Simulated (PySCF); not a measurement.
C2F5, SMILES F[C](F)C(F)(F)F, multiplicity 2.

The structure is a stationary point at PBE0-D3(BJ)/def2-SVP.

Calculation: PySCF with PBE/def2-TZVP.

The molecule is in vacuum.

The total energy comes out as -575.06472 hartree. The point group is Cs, the α spin, highest occupied and lowest empty level comes out as -5.93 and 0.85 eV and the β spin, highest occupied and lowest empty level is -9.76 and -3.78 eV. The dipole moment is 0.42 D. The quadrupole, principal values (traceless, Buckingham form, about the centre of nuclear charge) is -0.57, -0.14, 0.71 D·Å and the mean static polarisability is 28.7 bohr³ (4.25 Å³). The polarisability, principal values comes out as 26.0, 30.1, 30.1 bohr³. The ⟨S²⟩ is 0.752 (pure state 0.75).
